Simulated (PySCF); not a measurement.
C2H6N, SMILES [CH2]CN, multiplicity 2. Atoms are numbered in the order given.

```xyz
9

C      1.2352     0.2047    -0.3292
C      0.0689    -0.3953     0.3507
N     -1.1753     0.1893    -0.1265
H      2.2261     0.1240     0.0985
H      1.1256     0.5858    -1.3369
H      0.2098    -0.3291     1.4432
H      0.0269    -1.4750     0.1296
H     -1.2130     1.1718     0.1157
H     -1.9725    -0.2591     0.3064
```
Charge 0, spin multiplicity 2.

Geometry: PBE0-D3(BJ)/def2-TZVP. The isomer is the one that the SMILES or the coordinates give; other isomers of the formula were not compared. Other conformers were not sampled.

Method: PBE0/pcH-1 (PySCF).

Unrestricted Kohn–Sham, ⟨S²⟩ = 0.755. Hyperfine tensors hold the contact and dipolar terms, without spin-orbit corrections.

Computed hyperfine couplings:
| nucleus | A(iso) (MHz) | A(iso) (G) | dipolar principal values (MHz) |
|---|---|---|---|
| 13C no. 1 | 98.1 | 35.0 | -79.6, -79.0, 158.6 |
| 13C no. 2 | -39.9 | -14.2 | -1.9, -0.4, 2.4 |
| 14N no. 3 | 11.0 | 3.9 | -0.9, -0.5, 1.3 |
| 1H no. 4 | -69.4 | -24.8 | -38.4, -0.4, 38.8 |
| 1H no. 5 | -67.3 | -24.0 | -38.4, -0.2, 38.6 |
| 1H no. 6 | 56.8 | 20.3 | -5.5, -4.4, 9.9 |
| 1H no. 7 | 148.5 | 53.0 | -6.0, -2.4, 8.4 |
| 1H no. 8 | -0.6 | -0.2 | -4.3, -3.3, 7.6 |
| 1H no. 9 | 0.6 | 0.2 | -2.3, -1.6, 3.8 |

Problem. And the g tensor (effective nuclear charges for spin-orbit coupling, GIAO)? (An estimate is asked for; the answer gives what the named calculation found.)

Solution. principal values 2.0022, 2.0028, 2.0030; isotropic 2.0027.
